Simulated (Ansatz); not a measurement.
`[SH][Hf]([SH])([SH])[Cl]` at its PBE0-D4/def2-TZVP geometry, where that method's forces vanish. Charge 0, multiplicity 1. Hf: def2 effective core potential.

| atom | x (Å) | y (Å) | z (Å) |
| --- | --- | --- | --- |
| S1 | -1.3659 | 0.9845 | 1.4320 |
| Hf2 | 0.1050 | -0.5028 | 0.2134 |
| S3 | -1.3203 | -1.6410 | -1.3761 |
| S4 | 1.7318 | 0.8425 | -0.9835 |
| Cl5 | 1.1823 | -2.0014 | 1.6359 |
| H6 | -0.3857 | 1.2509 | 2.3212 |
| H7 | -0.8590 | -0.8410 | -2.3585 |
| H8 | 0.9118 | 1.9083 | -0.8845 |

(1) For each bond, give half the difference of the two atoms' forces along it (eV/Å; positive pushes the atoms apart) under PBE-D4, r2SCAN-D4, B3LYP-D4, ωB97M-V in def2-TZVPP. (Estimate.)

## Answers

(1) Computed: 
```json
{"bond": "S1–Hf2", "length (Å)": "2.421", "PBE-D4": "0.07", "r2SCAN-D4": "0.05", "B3LYP-D4": "0.10", "ωB97M-V": "0.03"}
{"bond": "S1–H6", "length (Å)": "1.350", "PBE-D4": "0.25", "r2SCAN-D4": "0.01", "B3LYP-D4": "-0.02", "ωB97M-V": "-0.08"}
{"bond": "Hf2–S3", "length (Å)": "2.419", "PBE-D4": "0.11", "r2SCAN-D4": "0.07", "B3LYP-D4": "0.11", "ωB97M-V": "0.04"}
{"bond": "Hf2–S4", "length (Å)": "2.427", "PBE-D4": "0.07", "r2SCAN-D4": "0.05", "B3LYP-D4": "0.10", "ωB97M-V": "0.03"}
{"bond": "Hf2–Cl5", "length (Å)": "2.330", "PBE-D4": "0.09", "r2SCAN-D4": "0.07", "B3LYP-D4": "0.13", "ωB97M-V": "0.08"}
{"bond": "S3–H7", "length (Å)": "1.348", "PBE-D4": "0.24", "r2SCAN-D4": "0.00", "B3LYP-D4": "-0.02", "ωB97M-V": "-0.07"}
{"bond": "S4–H8", "length (Å)": "1.348", "PBE-D4": "0.24", "r2SCAN-D4": "0.00", "B3LYP-D4": "-0.02", "ωB97M-V": "-0.07"}
```

B3LYP here is the variant with VWN-RPA as its local correlation; programs differ in this.
